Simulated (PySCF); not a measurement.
## Broadened absorption spectrum of ethyl bromide

Compound: ethyl bromide, C2H5Br.
SMILES: `C(Br)C`

Method used: TDDFT CAM-B3LYP/aug-cc-pVTZ, vertical, gas phase, core orbitals frozen in the response in PySCF. Isolated species at its PBE0-D3(BJ)/def2-TZVP geometry, gas phase. Relativistic effects, spin–orbit coupling among them, are left out although an element past zinc is present.

Computed states:

```tsv
state	E (eV)	f
S1	6.15	0.0003
S2	6.20	0.0005
S3	6.99	0.043
S4	7.05	0.056
S5	7.79	0.018
S6	7.80	0.0067
S7	7.85	0.0001
S8	7.86	0.013
S9	8.01	0.029
S10	8.06	0.035
```

Broadening: Gaussians 0.5 eV wide at half height, area fixed by f = 4.319×10⁻⁹ ∫ε dν̃. The width is an assumption, not a result. The curve ends short of the highest state used, and states not computed would add to its high-energy end.

Problem. What does the envelope look like, and where are its maxima?

Solution. 
(λ (nm), ε (L mol⁻¹ cm⁻¹)): (166.2, 1288), (168.0, 1644), (169.8, 2438), (171.6, 3482), (173.5, 4530), (175.3, 5157), (177.1, 5236), (178.9, 4767), (180.7, 3918), (182.5, 2923), (184.3, 1993), (186.2, 1214), (188.0, 702), (189.8, 382), (191.6, 202), (193.4, 112), (195.2, 71), (197.0, 56), (198.9, 51), (200.7, 49), (202.5, 46), (204.3, 41), (206.1, 35), (207.9, 28), (209.7, 21), (211.5, 15), (213.4, 10), (215.2, 7), (217.0, 4), (218.8, 3), (220.6, 1), (222.4, 1), (224.2, 0), (226.1, 0), (227.9, 0), (229.7, 0)

Maxima: 176 nm (7.03 eV), ε about 5300, made up of S3 (43%) and S4 (57%) (ε in L mol⁻¹ cm⁻¹; maxima over ε = 5, shares over 10%).

Problem. Coming from long wavelengths, where does ε first pass 100 L mol⁻¹ cm⁻¹?

Solution. At about 194 nm (6.40 eV), 0.25 eV above S1.

Problem. On this curve, what absorbance would a 10⁻⁵ mol/L sample give at 193 nm over a 1 cm path?

Solution. 193 nm is 6.424 eV, where ε is about 130 L mol⁻¹ cm⁻¹, so A = ε c l ≈ 0.0013 (Beer–Lambert, with the gas-phase spectrum and the assumed width).

Problem. What would ε be at 7.03 eV, the highest of these maxima, with half the width (0.25 eV)?

Solution. About 10200 L mol⁻¹ cm⁻¹ against 5270, a factor of about 1.9; a lone state at its own centre would give exactly 2.
